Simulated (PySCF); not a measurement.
Geometry:
| atom | x (Å) | y (Å) | z (Å) |
| --- | --- | --- | --- |
| C1 | 2.151 | -0.362 | 0.162 |
| C2 | 0.763 | 0.007 | 0.632 |
| C3 | -0.325 | -0.968 | 0.173 |
| C4 | -1.678 | -0.285 | 0.344 |
| F5 | -2.644 | -0.860 | -0.457 |
| Si6 | -1.216 | 1.518 | -0.100 |
| O7 | 0.431 | 1.306 | 0.142 |
| H8 | 2.456 | -1.337 | 0.571 |
| H9 | 2.876 | 0.397 | 0.489 |
| H10 | 2.179 | -0.416 | -0.937 |
| H11 | 0.762 | 0.046 | 1.740 |
| H12 | -0.192 | -1.176 | -0.904 |
| H13 | -0.260 | -1.928 | 0.708 |
| H14 | -2.019 | -0.360 | 1.393 |
| H15 | -1.529 | 1.881 | -1.511 |
| H16 | -1.780 | 2.549 | 0.820 |

Geometry: PBE0-D3(BJ)/def2-SVP; GIAO absolute shieldings from PySCF, gas phase, non-relativistic, averaged over equivalent atoms.

At B3LYP/pcSseg-1 (171 basis functions, 60 s wall time on 1 thread of an Intel Xeon, shared host):
```tsv
atoms	σ (ppm)
C4	88.5
C2	104.5
C3	132.3
C1	153.6
F5	429.0
Si6	344.7
O7	264.2
H14	26.23
H15	26.48
H16	26.54
H11	27.61
H13	29.09
H12	29.67
H8/H9/H10	30.00
```

Problem. Estimate the result of repeating the calculation with PBE0/pcSseg-1.

Solution. 
```
    atoms  σ at PBE0/pcSseg-1  change
       C4                96.0    +7.5
       C2               111.7    +7.2
       C3               139.1    +6.8
       C1               159.5    +5.9
       F5               433.7    +4.7
      Si6               354.1    +9.4
       O7               271.2    +7.0
      H14               26.10   -0.13
      H15               26.27   -0.21
      H16               26.35   -0.19
      H11               27.53   -0.08
      H13               28.98   -0.11
      H12               29.52   -0.15
H8/H9/H10               29.89   -0.11
```

The largest change is at Si6 (silicon bonded to C, O, 2 H, in a 5-membered ring). Cost: 171 basis functions, 67 s wall time on 1 thread of an Intel Xeon, shared host. The order of the carbon signals is the same at both levels.
